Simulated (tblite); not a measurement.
Isomers of C5H8F2Si. Calculated harmonic vibrations of the isolated species, GFN2-xTB (tblite), most abundant isotopes, no scaling. This tight-binding method is rough: wavenumbers can miss measured ones by several per cent, in bad cases by 10 to 20. Modes of hydrogen on silicon can be 10 to 20 % off. One conformer each.

Electronic energies: GFN2-xTB at the same geometries; isomer energies are rough at this level and their order can be wrong.

```json
{"SMILES": "FC(F)[C@H]1C=CC[SiH2]1", "electronic energy, lowest = 0 (kcal/mol)": "51.5"}
{"SMILES": "FC(F)[SiH]1CC=CC1", "electronic energy, lowest = 0 (kcal/mol)": "63.7"}
{"SMILES": "C#C[C@@H](C)C[SiH](F)F", "electronic energy, lowest = 0 (kcal/mol)": "0.0"}
```

Q: How do GFN2-xTB zero-point energies change the relative energies?

A: 
| SMILES | ZPE (kcal/mol) | of it from modes above 1550 cm⁻¹ | electronic (kcal/mol) | with ZPE, lowest = 0 (kcal/mol) | lowest mode (cm⁻¹) | rings |
| --- | --- | --- | --- | --- | --- | --- |
| C#C[C@@H](C)C[SiH](F)F | 72.4 | 37.3 | 0.0 | 0.0 | 31 | 0 |
| FC(F)[C@H]1C=CC[SiH2]1 | 71.8 | 34.6 | 51.5 | 50.9 | 44 | 1 |
| FC(F)[SiH]1CC=CC1 | 72.7 | 35.7 | 63.7 | 64.0 | 28 | 1 |

The zero-point energies span 0.9 kcal/mol, from `FC(F)[C@H]1C=CC[SiH2]1` to `FC(F)[SiH]1CC=CC1`. The order is unchanged.

Q: What do entropy and thermal enthalpy add at 298.15 K and 1 bar (rigid rotor, harmonic oscillator, one conformer each)?

A: 
```
                SMILES  point group  symmetry number  S (cal/(mol K))  H − H(0) (kcal/mol)  ZPE + H − H(0) − TS (kcal/mol)
C#C[C@@H](C)C[SiH](F)F           C1                1            101.6                 7.16                            49.3
FC(F)[C@H]1C=CC[SiH2]1           C1                1             92.6                 6.04                            50.3
     FC(F)[SiH]1CC=CC1           Cs                1             96.4                 6.33                            50.3
```
